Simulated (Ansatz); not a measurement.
Relaxation of AlClFH2N (6 atoms, charge 0, multiplicity 1), to a largest force component of 0.02 eV/Å in at most 40 steps.

Theory: RKS r2SCAN-D4/def2-SVP (Ansatz 0.2.0).

```xyz
6
Properties=species:S:1:pos:R:3
Al 0.000 0.000 0.000
Cl 0.000 0.000 2.230
N 1.663 0.000 -0.960
H 2.129 -0.918 -1.212
H 2.114 0.918 -1.238
F -1.464 0.000 -0.845
```

Task: Where does it end, and by what steps?

Result: The run converged. After 10 steps the energy has fallen by 0.927 eV; H5 moved furthest, 1.02 Å.

| step | energy less start (eV) | largest force component (eV/Å) | accepted |
| --- | --- | --- | --- |
| 0 | 0.0000 | 1.971 | yes |
| 1 | -0.5084 | 0.992 | yes |
| 2 | -0.5756 | 0.566 | yes |
| 3 | -0.5842 | 0.194 | yes |
| 4 | -0.6158 | 0.740 | yes |
| 5 | -0.6954 | 0.813 | yes |
| 6 | -0.7942 | 0.845 | yes |
| 7 | -0.8516 | 1.130 | yes |
| 8 | -0.9191 | 0.392 | yes |
| 9 | -0.9268 | 0.074 | yes |
| 10 | -0.9270 | 0.005 | yes |

```xyz
6
Properties=species:S:1:pos:R:3
Al 0.067 0.039 -0.002
Cl -0.009 -0.527 2.008
N 1.572 -0.006 -0.899
H 2.464 -0.299 -0.514
H 1.679 0.255 -1.874
F -1.330 0.537 -0.744
```

Time of the run: 29 s on 1 thread of Intel(R) Xeon(R) Platinum 8488C (Sapphire Rapids), on a shared host, peak memory 0.18 GiB.
